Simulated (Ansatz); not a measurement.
System: ReO, charge 0, multiplicity 6. The spin state was set by rule; other spins were not relaxed. 
Structure (B3LYP-D3(BJ)/def2-TZVP (Ansatz, a program for electronic structure) minimum search):
```xyz
2

Re     0.0000     0.0000    -0.1682
O      0.0000     0.0000     1.5769
```
Charge 0, spin multiplicity 6.

Property: atomisation energy (electronic, to ground-state atoms), in kJ/mol. Correlated levels leave the core frozen unless marked. Open shells are spin-unrestricted. No spin-orbit coupling. The frozen core is the preceding noble-gas configuration, with the filled d and f shells of earlier blocks. In def2 rows, elements after Kr have scalar-relativistic effective core potentials. The coupled-cluster limit lacks core correlation, which all-electron functionals hold. CBS(X,Y): correlation extrapolated as X^-3; Hartree-Fock from the larger set.

| level | program | atomisation energy (kJ/mol) |
|---|---|---|
| revPBE-D3(BJ)/def2-TZVPD | Ansatz + dftd3 | 539.5 |

Question: What does CCSD(T)/CBS(def2-TZVPPD,def2-QZVPPD) (Ansatz) give?

Answer: 460.9 kJ/mol
